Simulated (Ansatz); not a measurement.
Steps of a relaxation of `ClBCCl` with RKS PBE-D4/def2-SVP.

```sh
$ ansatz run in.yaml --threads 2 --pin off --events-out ev --progress --plain --max-ram 4352MiB
```

```yaml
crystal:
  periodic: [false, false, false]
  atoms:
    - {symbol: Cl, position_ang: [-2.283900, -0.267900, 0.128400]}
    - {symbol: B, position_ang: [-0.684900, 0.373000, -0.448400]}
    - {symbol: C, position_ang: [0.607800, -0.092200, 0.282000]}
    - {symbol: Cl, position_ang: [0.925700, -1.838800, 0.097600]}
    - {symbol: H, position_ang: [-0.613600, 1.157400, -1.342300]}
    - {symbol: H, position_ang: [1.516400, 0.444700, -0.141900]}
    - {symbol: H, position_ang: [0.593800, 0.155800, 1.378800]}
basis:
  gaussian: {orbitals: def2-SVP}
hamiltonian: {xc: pbe, dispersion: d4}
relax: {f_tol: 0.03, max_steps: 200}
```

Positions (Å) and forces (eV/Å) along the path, 12 of 12 steps:

```xyz
7
step=1 energy=-26786.1688 eV
Cl   -2.284   -0.268    0.128    1.048    0.543   -0.562
B    -0.685    0.373   -0.448   -1.229   -0.878    0.707
C     0.608   -0.092    0.282    1.457    0.942    0.385
Cl    0.926   -1.839    0.098   -0.146   -0.419   -0.065
H    -0.614    1.157   -1.342   -0.353    0.335   -0.416
H     1.516    0.445   -0.142   -0.653   -0.382    0.304
H     0.594    0.156    1.379   -0.123   -0.142   -0.354
7
step=2 energy=-26786.2674 eV
Cl   -2.248   -0.289    0.088    0.615    0.287   -0.211
B    -0.674    0.372   -0.435   -0.707   -0.366    0.157
C     0.647   -0.071    0.291    0.382    0.483    0.205
Cl    0.862   -1.845    0.106    0.008   -0.212   -0.056
H    -0.686    1.167   -1.347   -0.062    0.063   -0.060
H     1.549    0.436   -0.129   -0.220   -0.196    0.096
H     0.611    0.162    1.382   -0.015   -0.060   -0.130
7
step=3 energy=-26786.2812 eV
Cl   -2.223   -0.249    0.107    0.011   -0.078   -0.031
B    -0.673    0.344   -0.459   -0.111    0.248    0.195
C     0.654   -0.062    0.298   -0.070    0.097   -0.019
Cl    0.874   -1.844    0.086    0.014   -0.100   -0.032
H    -0.714    1.157   -1.362    0.093   -0.141   -0.068
H     1.554    0.436   -0.103    0.071    0.009   -0.033
H     0.590    0.151    1.386   -0.008   -0.035   -0.012
7
step=4 energy=-26786.2883 eV
Cl   -2.216   -0.274    0.092   -0.087   -0.013    0.066
B    -0.678    0.371   -0.434    0.037   -0.008   -0.127
C     0.655   -0.051    0.304   -0.114    0.049    0.028
Cl    0.847   -1.840    0.079    0.007    0.003   -0.019
H    -0.713    1.143   -1.374    0.066   -0.039    0.054
H     1.559    0.431   -0.107    0.070    0.041   -0.030
H     0.607    0.153    1.394    0.021   -0.033    0.028
7
step=5 energy=-26786.2972 eV
Cl   -2.222   -0.228    0.141   -0.028    0.011   -0.003
B    -0.678    0.357   -0.448    0.037    0.015    0.070
C     0.651   -0.041    0.312   -0.002    0.082    0.057
Cl    0.864   -1.822    0.032   -0.011   -0.039   -0.064
H    -0.697    1.091   -1.414    0.019   -0.071   -0.038
H     1.559    0.458   -0.079   -0.044    0.007    0.044
H     0.585    0.118    1.410    0.030   -0.005   -0.066
7
step=6 energy=-26786.3203 eV
Cl   -2.232   -0.115    0.254    0.214    0.123   -0.225
B    -0.679    0.333   -0.463    0.035    0.029    0.212
C     0.645   -0.009    0.342    0.068   -0.022    0.210
Cl    0.885   -1.772   -0.104   -0.077    0.169   -0.080
H    -0.662    0.937   -1.528   -0.088   -0.264    0.160
H     1.559    0.527   -0.003   -0.242   -0.080    0.168
H     0.544    0.031    1.457    0.090    0.044   -0.447
7
step=7 energy=-26786.3742 eV
Cl   -2.240   -0.011    0.279    0.026    0.009   -0.054
B    -0.666    0.295   -0.450   -0.013    0.089    0.254
C     0.643    0.023    0.385    0.125    0.113    0.083
Cl    0.845   -1.679   -0.248    0.002   -0.078   -0.081
H    -0.637    0.745   -1.575    0.026   -0.119   -0.019
H     1.543    0.592    0.068   -0.111   -0.047    0.088
H     0.574   -0.031    1.495   -0.055    0.033   -0.271
7
step=8 energy=-26786.3770 eV
Cl   -2.246    0.067    0.317    0.081   -0.003   -0.073
B    -0.661    0.277   -0.433   -0.117    0.145   -0.233
C     0.645    0.043    0.407    0.115    0.036   -0.010
Cl    0.835   -1.622   -0.352    0.038   -0.018    0.090
H    -0.614    0.605   -1.617   -0.020   -0.084    0.394
H     1.536    0.638    0.124   -0.062   -0.062    0.038
H     0.567   -0.076    1.508   -0.034   -0.015   -0.208
7
step=9 energy=-26786.3843 eV
Cl   -2.242    0.034    0.306    0.008    0.034    0.019
B    -0.667    0.301   -0.428    0.026   -0.052   -0.106
C     0.650    0.035    0.381   -0.045   -0.064    0.113
Cl    0.852   -1.654   -0.306    0.008    0.060    0.011
H    -0.623    0.654   -1.583   -0.055    0.038   -0.073
H     1.548    0.618    0.108   -0.006    0.014   -0.025
H     0.544   -0.055    1.476    0.063   -0.029    0.060
7
step=10 energy=-26786.3871 eV
Cl   -2.242    0.066    0.315    0.052    0.012   -0.040
B    -0.665    0.295   -0.437   -0.104   -0.022    0.080
C     0.644    0.031    0.388    0.034   -0.049    0.009
Cl    0.874   -1.647   -0.315   -0.004    0.006   -0.006
H    -0.632    0.637   -1.596    0.004    0.013   -0.047
H     1.534    0.626    0.116    0.023    0.023    0.000
H     0.548   -0.075    1.483   -0.004    0.017    0.004
7
step=11 energy=-26786.3873 eV
Cl   -2.245    0.072    0.315    0.015    0.004   -0.010
B    -0.668    0.295   -0.435   -0.017   -0.009    0.001
C     0.645    0.025    0.386    0.024    0.039    0.029
Cl    0.881   -1.650   -0.316    0.001    0.006    0.004
H    -0.633    0.636   -1.597   -0.002   -0.001    0.006
H     1.532    0.629    0.119   -0.014   -0.021   -0.015
H     0.549   -0.074    1.483   -0.007   -0.018   -0.015
7
step=12 energy=-26786.3874 eV
Cl   -2.244    0.069    0.312   -0.002   -0.004    0.003
B    -0.668    0.293   -0.434    0.005    0.011    0.002
C     0.646    0.028    0.388   -0.014   -0.007   -0.011
Cl    0.876   -1.648   -0.315    0.001    0.000   -0.001
H    -0.632    0.637   -1.596    0.004   -0.005    0.000
H     1.533    0.628    0.116    0.008    0.004   -0.004
H     0.551   -0.075    1.484   -0.002    0.000    0.010
```

It took 16 s on 2 threads of an Arm Neoverse V1 on a shared host, with 0.14 GiB of host memory at the peak.
